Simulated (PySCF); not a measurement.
Compound: C₈H₇N.
InChI=1S/C8H7N/c9-7-8-5-3-1-2-4-6-8/h1-3,5-6H,4H2

The closed-shell ground state was solved at several levels (PySCF, density fitting, gas phase, non-relativistic). Geometry: GFN2-xTB, one conformer, isolated molecule.

```tsv
level	basis functions	HOMO (eV)	LUMO (eV)	gap (eV)	dipole (D)
PBE0/pcSseg-1	188	-7.29	-1.61	5.68	4.77
CAM-B3LYP/def2-SVPD	236	-8.48	-0.55	7.93	4.86
```

(1) Estimate the row for PBE0/def2-SVPD, a basis of 236 functions; the other rows only guide the guess.

(2) Over all these levels, which gives the widest orbital gap and which the narrowest?

(3) How far do the dipole and the HOMO energy spread over the levels?

## Answers

(1) HOMO -7.29 eV, LUMO -1.64 eV, gap 5.65 eV, dipole 4.84 D.

(2) CAM-B3LYP/def2-SVPD (range-separated hybrid) has the widest, 7.93 eV, and PBE0/def2-SVPD (global hybrid, 25 % exact exchange) the narrowest, 5.65 eV. The two share the basis. From the narrowest to the widest the HOMO moves by -1.19 eV and the LUMO by +1.09 eV.

(3) The dipole runs from 4.77 to 4.86 D (mean 4.82 D) and the HOMO from -8.48 to -7.29 eV.
